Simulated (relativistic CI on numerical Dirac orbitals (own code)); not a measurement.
## Crystal-field levels of Zr2+, 4d2

Calculated by Dirac-Coulomb-Breit CI, orbitals from a KLI potential per configuration, model QED, valence Slater integrals scaled by 0.65, one configuration in a parametric crystal field (own radial code).

Field parameters in Wybourne normalisation: Oh B⁴₀ = 21Dq, B⁴₄ = √(5/14) B⁴₀. The field is a parameter set, without covalency.

S is read from ⟨S²⟩ = S(S + 1).

Site symmetry Oh; labels are those of the double group. Computed levels in cm⁻¹ above the lowest, in rising order:

| Δ (size of 10Dq) | Lowest | No. 2 | No. 3 | No. 4 | No. 5 | No. 6 | No. 7 | No. 8 |
| --- | --- | --- | --- | --- | --- | --- | --- | --- |
| 4700 | E | 50 T2 | 559 T1 | 825 A1 | 4279 T2 | 4301 A2 | 4585 T1 | 4621 E |
| 8500 | E | 26 T2 | 507 T1 | 743 A1 | 6282 T2 | 6514 E | 7852 A2 | 8036 T2 |
| 12250 | E | 17 T2 | 477 T1 | 697 A1 | 6306 T2 | 6425 E | 11466 A2 | 11576 T2 |
| 16000 | E | 12 T2 | 458 T1 | 667 A1 | 6278 T2 | 6363 E | 13984 A1 | 15129 A2 |
| 19800 | E | 9 T2 | 444 T1 | 645 A1 | 6252 T2 | 6317 E | 14169 A1 | 18868 A2 |
| 23550 | E | 8 T2 | 433 T1 | 630 A1 | 6230 T2 | 6284 E | 14290 A1 | 22575 A2 |
| 27350 | E | 6 T2 | 425 T1 | 617 A1 | 6211 T2 | 6257 E | 14376 A1 | 26341 A2 |
| 31100 | E | 6 T2 | 419 T1 | 608 A1 | 6197 T2 | 6237 E | 14440 A1 | 30065 A2 |
| 34850 | E | 5 T2 | 414 T1 | 600 A1 | 6184 T2 | 6220 E | 14489 A1 | 33794 A2 |
| 38650 | E | 4 T2 | 410 T1 | 594 A1 | 6174 T2 | 6206 E | 14528 A1 | 37576 A2 |
| 42400 | E | 4 T2 | 406 T1 | 588 A1 | 6165 T2 | 6194 E | 14560 A1 | 41311 A2 |

Ground-state S against |10Dq| in cm⁻¹: 4700: 1.00, 8500: 1.00, 12250: 1.00, 16000: 1.00, 19800: 1.00, 23550: 1.00, 27350: 1.00, 31100: 1.00, 34850: 1.00, 38650: 1.00, 42400: 1.00.

No abrupt spin change occurs in this range.
